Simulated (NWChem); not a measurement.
Species: cyclopentasilane (Si5H10); SMILES [SiH2]1[SiH2][SiH2][SiH2][SiH2]1

```xyz
15

Si     1.2231    -1.5153    -0.3457
Si     1.8524     0.7003     0.1927
Si    -0.1288     1.9964     0.0180
Si    -1.9200     0.4595    -0.2244
Si    -1.0271    -1.6505     0.3593
H      1.2810    -1.6988    -1.8260
H      2.1063    -2.5409     0.2793
H      2.9427     1.2149    -0.6846
H      2.3444     0.7442     1.6009
H     -0.0655     2.9188    -1.1522
H     -0.3099     2.8316     1.2405
H     -2.3488     0.4297    -1.6536
H     -3.1058     0.8346     0.5980
H     -1.0651    -1.8098     1.8431
H     -1.7737    -2.7906    -0.2451
```
Atoms are numbered in this order, from 1.

Results from NWChem. Pople sets run with spherical d functions. Geometry: optimised at B3LYP/6-31G* (spherical d). Ions are spin-unrestricted doublets at the neutral geometry; other ion states weren't tried.

### Question
Order these by “−ε(HOMO) (eV)”, lowest first: LDA (Slater exchange, VWN5)/6-31+G*; Hartree-Fock/6-31+G*; PBE0/6-31+G*.

### Answer
LDA (Slater exchange, VWN5)/6-31+G* (6.77), PBE0/6-31+G* (7.73), Hartree-Fock/6-31+G* (10.00)
